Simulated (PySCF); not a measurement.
Ionisation energy of Co by level of theory

Co [Ar] 3d7 4s2 [3d3/2^4 3d5/2^3, M_J = 9/2] → Co⁺ [Ar] 3d8 [3d3/2^4 3d5/2^4, M_J = 4], as a difference of total energies. Calculation: PySCF 2.14, in x2c-SVPall-2c; the two-component X2C-1e Hamiltonian. Correlated levels: [Ne] frozen; the 6 highest virtual spinors dropped. "Screened" scales the spin-orbit matrix elements by Boettger's factors to mimic the two-electron term; Breit and QED terms are absent.

```json
{"method": "GHF (spin-free)", "ionisation energy (eV)": "8.215"}
{"method": "GMP2 (spin-free)", "ionisation energy (eV)": "7.121"}
{"method": "GHF (screened spin-orbit)", "ionisation energy (eV)": "8.226"}
{"method": "GMP2 (screened spin-orbit)", "ionisation energy (eV)": "7.132"}
```

Q: How much does correlation contribute at GMP2 (screened spin-orbit)?

A: 7.132 − (8.226) = -1.094 eV, measured against GHF (screened spin-orbit).

Errors of the correlated levels include the incompleteness of this basis and the frozen core.

The labels give the starting determinants; with spin-orbit coupling the two ends relaxed to ⟨J²⟩ = 24.76, ⟨L²⟩ = 12.02, ⟨S²⟩ = 3.76 and ⟨J²⟩ = 20.01, ⟨L²⟩ = 12.01, ⟨S²⟩ = 2.01.

MP2 underrates the near-degeneracy of ns² with np² in the lower species.

For comparison: 7.881 eV (measured; NIST Atomic Spectra Database, ionization energies).
